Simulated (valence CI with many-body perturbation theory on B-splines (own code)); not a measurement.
# Level structure of Yb37+

Calculated by configuration interaction combined with many-body perturbation theory (CI+MBPT): five valence electrons over a frozen Dirac-Fock core [Ar] 3d10, radial functions for each j: 11 s, 11 p, 10 d, 8 f, 5 g, 2 h, with the one-electron correlation potential Σ1 (screened to all orders), the two-electron term Σ2, the three-electron term Σ3, Breit, model QED; selected single and double excitations, second order for the rest, scaled by the run's own slope (own B-spline code, finite nucleus).

The last digits are not significant, and no measured levels were compared; by estimate large intervals hold to a few tenths of a per cent, small ones and those within an open d or f shell to about a per cent. Among the levels kept, up to 2100 cm⁻¹ of a level comes from second order outside the variational space, and about a tenth of that is noise between levels of different J, which matters for small intervals.

Levels 136 to 173 of 173, with energies above the lowest level, (4s^2 4p1/2^2 4p3/2) J=3/2. "Leading %" is the weight of the configuration and term that name the level; weights of strongly mixed levels are sums over their largest components and can fall short. In the jj column 3d3/2^4 stands for four electrons in 3d with j = 3/2. Lifetimes count E1, E2, E3, M1 and M2 decay at the calculated energies, and are blank where another channel may lead or the interval is too uncertain; long ones can be off by a factor of two.

| No. | Configuration | Term | J | E (eV) | Leading % | Lifetime | Second component | Leading jj |
| --- | --- | --- | --- | --- | --- | --- | --- | --- |
| 136 | 4s 4p3 4d | 4P° | 1/2 | 434.05 | 23 | 849 fs | 22 % 4s2 4p 4d2 4D° | 4s 4p3/2^3 4d3/2 (47 %) |
| 137 | 4s 4p2 4d2 | 4F | 5/2 | 434.48 | 24 | 20.8 ps | 21 % 4s 4p2 4d2 6G | 4s 4p1/2^2 4d3/2^2 (81 %) |
| 138 | 4s2 4p 4d2 | 4D° | 3/2 | 434.87 | 33 | 691 fs | 12 % 4s 4p3 4d 2P° | 4s 4p3/2^3 4d3/2 (34 %) |
| 139 | 4s2 4p 4d2 | 4D° | 1/2 | 435.82 | 33 | 578 fs | 21 % 4s2 4p 4d2 2P° | 4s^2 4p3/2 4d3/2^2 (62 %) |
| 140 | 4s2 4p 4d2 | 4F° | 5/2 | 436.45 | 26 | 535 fs | 22 % 4s2 4p 4d2 4D° | 4s^2 4p3/2 4d3/2^2 (62 %) |
| 141 | 4s2 4p 4d2 | 4F° | 7/2 | 436.91 | 27 | 673 fs | 16 % 4s2 4p 4d2 4G° | 4s^2 4p3/2 4d3/2^2 (44 %) |
| 142 | 4s2 4p 4d2 | 2D° | 3/2 | 437.00 | 24 | 619 fs | 18 % 4s2 4p 4d2 4F° | 4s^2 4p3/2 4d3/2^2 (46 %) |
| 143 | 4s2 4p 4d2 | 2F° | 5/2 | 437.36 | 17 | 1.08 ps | 12 % 4s 4p3 4d 4D° | 4s 4p3/2^3 4d3/2 (40 %) |
| 144 | 4s2 4p 4d2 | 2F° | 7/2 | 438.16 | 29 | 796 fs | 26 % 4s2 4p 4d2 2G° | 4s^2 4p3/2 4d3/2 4d5/2 (38 %) |
| 145 | 4s2 4p 4d2 | 4G° | 9/2 | 439.09 | 32 | 1.23 ps | 31 % 4s2 4p 4d2 4F° | 4s^2 4p3/2 4d3/2 4d5/2 (60 %) |
| 146 | 4s 4p2 4d2 | 4P | 1/2 | 440.74 | 44 | 15.1 ps | 34 % 4s 4p2 4d2 6D | 4s 4p1/2^2 4d3/2^2 (82 %) |
| 147 | 4s2 4p 4d2 | 4D° | 7/2 | 441.54 | 43 | 1.00 ps | 18 % 4s2 4p 4d2 2F° | 4s^2 4p3/2 4d3/2 4d5/2 (77 %) |
| 148 | 4s2 4p 4d2 | 2D° | 5/2 | 441.55 | 26 | 14.9 ps | 9 % 4s 4p3 4d 2D° | 4s^2 4p3/2 4d5/2^2 (49 %) |
| 149 | 4s2 4p 4d2 | 4S° | 3/2 | 441.79 | 21 | 560 fs | 15 % 4s2 4p 4d2 2D° | 4s^2 4p3/2 4d3/2^2 (62 %) |
| 150 | 4s2 4p 4d2 | 4G° | 11/2 | 442.22 | 80 | 1.70 ps | 14 % 4s2 4p 4d2 2H° | 4s^2 4p3/2 4d3/2 4d5/2 (54 %) |
| 151 | 4s2 4p 4d2 | 4P° | 5/2 | 442.53 | 39 | 1.11 ps | 36 % 4s2 4p 4d2 4D° | 4s^2 4p3/2 4d3/2 4d5/2 (87 %) |
| 152 | 4s 4p3 4d | 4F° | 9/2 | 443.16 | 23 | 2.96 ps | 15 % 4s2 4p 4d2 2G° | 4s 4p3/2^3 4d5/2 (42 %) |
| 153 | 4s2 4p2 4f | 2D° | 3/2 | 446.61 | 18 | 1.85 ps | 12 % 4s2 4p2 4f 4F° | 4s^2 4p3/2^2 4f5/2 (42 %) |
| 154 | 4s2 4p 4d2 | 2F° | 7/2 | 446.63 | 22 | 2.96 ps | 14 % 4s2 4p 4d2 2G° | 4s 4p3/2^3 4d5/2 (35 %) |
| 155 | 4s2 4p2 4f | 4F° | 5/2 | 446.70 | 14 | 1.66 ps | 12 % 4s2 4p2 4f 2F° | 4s^2 4p3/2^2 4f5/2 (50 %) |
| 156 | 4s2 4p 4d2 | 2F° | 7/2 | 447.81 | 20 | 2.75 ps | 8 % 4s2 4p 4d2 4D° | 4s^2 4p3/2 4d5/2^2 (34 %) |
| 157 | 4s2 4p 4d2 | 2H° | 11/2 | 449.01 | 60 | 3.74 ps | 23 % 4s2 4p2 4f 4G° | 4s^2 4p3/2 4d5/2^2 (38 %) |
| 158 | 4s2 4p 4d2 | 2G° | 9/2 | 449.02 | 33 | 1.56 ps | 19 % 4s2 4p2 4f 2H° | 4s^2 4p3/2^2 4f5/2 (44 %) |
| 159 | 4s 4p2 4d2 | 6G | 7/2 | 449.06 | 23 | 7.42 ps | 23 % 4s 4p2 4d2 4F | 4s 4p1/2^2 4d3/2 4d5/2 (82 %) |
| 160 | 4s2 4p 4d2 | 4D° | 1/2 | 449.52 | 20 | 1.40 ps | 19 % 4s2 4p2 4f 4D° | 4s^2 4p3/2^2 4f5/2 (37 %) |
| 161 | 4s 4p2 4d2 | 6G | 5/2 | 450.49 | 16 | 8.43 ps | 8 % 4s 4p2 4d2 4F | 4s 4p1/2^2 4d3/2 4d5/2 (69 %) |
| 162 | 4s 4p2 4d2 | 6D | 3/2 | 452.68 | 14 | 6.83 ps | 8 % 4s 4p2 4d2 4P | 4s 4p1/2^2 4d3/2 4d5/2 (63 %) |
| 163 | 4s 4p2 4d2 | 4F | 9/2 | 453.66 | 14 | 9.98 ps | 13 % 4s 4p2 4d2 2G | 4s 4p1/2^2 4d3/2 4d5/2 (70 %) |
| 164 | 4p4 4d | 4F | 7/2 | 453.78 | 12 | 10.0 ps | 11 % 4s 4p2 4d2 4H | 4s 4p1/2^2 4d3/2 4d5/2 (40 %) |
| 165 | 4s2 4p 4d2 | 2F° | 5/2 | 453.82 | 16 | 723 fs | 14 % 4s2 4p 4d2 4D° | 4s^2 4p3/2 4d3/2 4d5/2 (61 %) |
| 166 | 4s2 4p2 4f | 2P° | 3/2 | 454.64 | 12 | 1.22 ps | 9 % 4s2 4p 4d2 4D° | 4s^2 4p3/2 4d3/2 4d5/2 (27 %) |
| 167 | 4s2 4p 4d2 | 2S° | 1/2 | 454.65 | 27 | 687 fs | 18 % 4s2 4p 4d2 4P° | 4s^2 4p3/2 4d3/2 4d5/2 (48 %) |
| 168 | 4s 4p2 4d2 | 6D | 3/2 | 455.08 | 27 | 4.93 ps | 15 % 4s 4p2 4d2 4P | 4s 4p1/2^2 4d3/2 4d5/2 (65 %) |
| 169 | 4s2 4p 4d2 | 2G° | 7/2 | 455.29 | 36 | 715 fs | 28 % 4s2 4p 4d2 4D° | 4s^2 4p3/2 4d3/2 4d5/2 (68 %) |
| 170 | 4s2 4p 4d2 | 2F° | 5/2 | 455.37 | 27 | 1.69 ps | 24 % 4s2 4p2 4f 2F° | 4s^2 4p3/2 4d3/2 4d5/2 (35 %) |
| 171 | 4p4 4d | 4P | 1/2 | 456.83 | 16 | 6.00 ps | 15 % 4p4 4d 2P | 4s 4p1/2^2 4d3/2 4d5/2 (43 %) |
| 172 | 4s 4p2 4d2 | 4P | 5/2 | 457.49 | 11 | 4.29 ps | 9 % 4s 4p2 4d2 6P | 4s 4p1/2^2 4d3/2 4d5/2 (68 %) |
| 173 | 4s2 4p 4d2 | 2P° | 3/2 | 457.64 | 23 | 1.19 ps | 11 % 4s 4p3 4d 2P° | 4s^2 4p3/2 4d3/2 4d5/2 (36 %) |

Where two levels of one J and parity lie close, their mixing, g and order are uncertain.
